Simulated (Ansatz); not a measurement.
One change: `O[SiH](P)S` becomes `C[SiH](O)P`.

Ansatz, PBE0-D4/def2-TZVP geometries, multiplicity 1. Each molecule was computed in one conformer, which needn't be the lowest.

```tsv
property	`O[SiH](P)S`
HOMO–LUMO gap (B3LYP/def2-TZVPP) / eV	7.04
LUMO energy (PBE0/def2-TZVPP) / eV	-0.12
LUMO energy (ωB97M-V/def2-TZVPP) / eV	1.64
size of the dipole moment (PBE/def2-TZVPP) / D	0.52
size of the dipole moment (B3LYP/def2-TZVPP) / D	0.46
HOMO energy (PBE0/def2-TZVPP) / eV	-7.65
```

**Question.** What does the change do to each property? (Best estimate.)

**Answer.** Ansatz gave: 
```tsv
property	`C[SiH](O)P`	shift
HOMO–LUMO gap (B3LYP/def2-TZVPP) / eV	7.26	0.22
LUMO energy (PBE0/def2-TZVPP) / eV	0.46	0.58
LUMO energy (ωB97M-V/def2-TZVPP) / eV	1.96	0.32
size of the dipole moment (PBE/def2-TZVPP) / D	1.64	1.12
size of the dipole moment (B3LYP/def2-TZVPP) / D	1.61	1.15
HOMO energy (PBE0/def2-TZVPP) / eV	-7.30	0.35
```

With PBE0 the HOMO rises by 0.35 eV and the LUMO rises by 0.58 eV, so the gap widens by about 0.23 eV. PBE moves the HOMO by 0.32 eV and ωB97M-V by 0.33 eV. Dipoles are sizes alone; their direction can turn.

B3LYP here is the variant with VWN-RPA as its local correlation; programs differ in this.
